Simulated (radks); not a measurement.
The numbers below are computed, except where a source is named.
Task: The mean radii <r> (bohr) of the occupied orbitals of an atom or ion are listed with their occupations. Level of theory: scalar-relativistic Kohn-Sham, revPBE, spin-unpolarised, spherical densities, point nucleus (a radial shooting solver on a logarithmic mesh with Libxc functionals).

orbital  occ.     <r>
1s          2  0.1201
2s          2  0.6031
2p          5  0.5660

Name the element and its charge.

Result: Z = 13, aluminium, charge +4: Al4+ in [He] 2s2 2p5. The 1s radius gives Z: for a bare nucleus <r> = (2 gamma + 1)/(2Z) with gamma = sqrt(1 - (Z/c)^2), 0.115 bohr for Z = 13, and screening makes it slightly larger (0.1201 here). The occupations add up to 9, and the charge is Z minus that.
